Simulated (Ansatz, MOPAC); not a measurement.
Spectroscopic constants of FeCl, multiplicity 6 (the spin of the measured ground state). No spin–orbit coupling. Fe is treated without relativity.

The constants come from a fifth-degree fit in 1/R (seven points, main isotopes). In def2 and cc sets the state is the lowest found near the PBE0 minimum, followed along R.

Run with Ansatz (a program for electronic structure) with Gaussian orbitals; MOPAC for PM7 (differences of heats of formation). Values without a source in brackets are computed.

```tsv
level	r_e (Å)	ω_e (cm⁻¹)	α_e (cm⁻¹)	B_e (cm⁻¹)	D_e (eV)	dipole (D)
PM7	2.124	466	0.0010	0.174	-	-
SVWN5/def2-TZVPP	2.120	417	0.00095	0.174	4.26	1.12
PBE/def2-TZVPP	2.168	392	0.00093	0.167	3.71	1.47
r2SCAN/def2-TZVPP	2.166	406	0.00086	0.167	3.95	1.90
B97M-V/def2-TZVPP	2.179	398	0.00088	0.165	3.71	2.23
B3LYP/def2-TZVPP	2.193	391	0.00086	0.163	3.45	2.25
PBE0/def2-TZVPP	2.180	402	0.00084	0.165	3.82	2.29
BHLYP/def2-TZVPP	2.211	395	0.00082	0.160	3.29	2.91
CAM-B3LYP/def2-TZVPP	2.179	404	0.00084	0.165	3.52	2.33
wB97X-V/def2-TZVPP	2.177	409	0.00082	0.165	3.70	2.27
wB97M-V/def2-TZVPP	2.183	405	0.00082	0.164	3.49	2.31
B2PLYP/def2-TZVPP	2.190	398	0.00083	0.163	-	-
CCSD/def2-TZVPP	2.201	400	0.00078	0.162	3.36	-
CCSD(T)/def2-TZVPP	2.193	401	0.00079	0.163	3.40	-
```

D_e counts from each atom's lowest state at the same level, without counterpoise or zero-point energy.

Correlated levels freeze the inner cores; with def2 sets outer-core shells near the valence are correlated too. The state reached by PM7 isn't checked; PM7 holds dispersion and hydrogen-bond terms.
